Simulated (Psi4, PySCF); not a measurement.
Here is a job for Psi4.
```
memory 2 GB

molecule {
-1 1
  C     0.31713830    0.54782505   -0.19540831
  C    -0.03599745   -0.70869134    0.06198081
  O     0.81236598    1.62949696    0.08359265
  O    -1.13968581   -1.34581562    0.02327185
  H     0.93171368   -1.30425298   -0.05435090
}

set basis 6-31g**
set scf_type pk
set puream true
set d_convergence 1e-8
set dft_radial_points 99
set dft_spherical_points 590

energy('bhhlyp')
print_variables()
```

Q: Convert this to an input for PySCF.

A: Several could match; the one computed here: 
```python
from pyscf import gto, scf, dft

mol = gto.M(
    atom='''
C     0.31713830    0.54782505   -0.19540831
C    -0.03599745   -0.70869134    0.06198081
O     0.81236598    1.62949696    0.08359265
O    -1.13968581   -1.34581562    0.02327185
H     0.93171368   -1.30425298   -0.05435090
''',
    basis='6-31g**',
    charge=-1,
    verbose=4,
)

mf = dft.RKS(mol)
mf.xc = 'bhandhlyp'
mf.grids.atom_grid = (99, 590)
mf.grids.prune = None
mf.kernel()
```

Both were run: Psi4 gave -227.058765 Eh and PySCF -227.058765 Eh, 0.000 mEh apart.
